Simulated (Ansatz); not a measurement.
Species: chloro-tris(methylsulfanyl)silane, C₃H₉ClS₃Si (charge 0, singlet). 
Structure (B3LYP-D3(BJ)/def2-TZVP (Ansatz, a program for electronic structure) minimum search):
SMILES: CS[Si](Cl)(SC)SC
```xyz
17

C      3.0445     0.1745     0.0691
S      1.6655     0.8067     1.1002
Si    -0.0071    -0.0186     0.0981
Cl     0.1408     0.3694    -1.9479
S     -0.0572    -2.1103     0.4226
C     -1.3438    -2.6251    -0.7790
S     -1.7806     0.8518     0.8596
C     -1.6623     2.5512     0.1795
H      2.9794     0.5763    -0.9387
H      3.0359    -0.9122     0.0426
H      3.9609     0.5193     0.5432
H     -1.4688    -3.6980    -0.6490
H     -2.2849    -2.1220    -0.5715
H     -1.0200    -2.4141    -1.7948
H     -1.6962     2.5280    -0.9066
H     -0.7501     3.0364     0.5176
H     -2.5251     3.0921     0.5622
```

Total electronic energies in hartree. Valence correlation only, unless marked. Spin-orbit coupling is left out. Non-relativistic unless marked X2C. Basis-set limits of correlation are two-point, X^-3; Hartree-Fock from the larger set. The bracket is a focal-point correction in the basis named.

```
level                                                                             program  energy (Eh)
-------------------------------------------------------------------------  --------------  -----------
HF/6-31G                                                                           Ansatz  -2059.67479
HF/6-31G*                                                                          Ansatz  -2059.91861
HF/cc-pVTZ                                                                         Ansatz  -2060.14464
revPBE-D4/def2-TZVPD                                                       Ansatz + dftd4  -2063.92398
B97M-V/def2-TZVPD                                                                  Ansatz  -2063.77615
B3LYP-D4/def2-TZVPD                                                        Ansatz + dftd4  -2064.38885
PBE0/STO-3G                                                                        Ansatz  -2040.38173
PBE0-D3(BJ)/def2-TZVPD                                                     Ansatz + dftd3  -2063.45398
PBE0/def2-TZVP                                                                     Ansatz   (withheld)
r2SCANh/def2-TZVPD                                                                 Ansatz  -2064.04525
HSE06-D3(BJ)/def2-TZVPD                                                    Ansatz + dftd3   (withheld)
LC-wPBE/def2-TZVPD                                                                 Ansatz   (withheld)
wB97X-V/def2-TZVPD                                                                 Ansatz  -2063.94146
B2PLYP-D3(BJ)/def2-TZVPD                                                   Ansatz + dftd3  -2063.53162
B2PLYP/def2-TZVPD                                                                  Ansatz  -2063.50939
PBE-QIDH/def2-TZVPD                                                                Ansatz  -2062.98614
MP2/6-31G                                                                          Ansatz  -2060.19931
RI-MP2/cc-pV(Q+d)Z                                                                 Ansatz  -2061.65412
SCS-MP2/cc-pV(T+d)Z                                                                Ansatz  -2061.51179
CCSD/STO-3G                                                                        Ansatz  -2037.67596
X2C-CCSD(T)/cc-pVTZ-DK                                                             Ansatz  -2066.96479
RI-MP2/CBS(aug-cc-pV(T+d)Z,aug-cc-pV(Q+d)Z)+[CCSD(T)-MP2]/aug-cc-pV(T+d)Z          Ansatz   -2061.9002
RI-MP2/CBS(cc-pV(T+d)Z,cc-pV(Q+d)Z)+[CCSD(T)-MP2]/cc-pV(T+d)Z                      Ansatz   -2061.8966
```

Problem. What belongs in the gaps?

Solution. 
- PBE0/def2-TZVP, energy (Eh): -2063.42930
- HSE06-D3(BJ)/def2-TZVPD, energy (Eh): -2063.40737
- LC-wPBE/def2-TZVPD, energy (Eh): -2063.62961
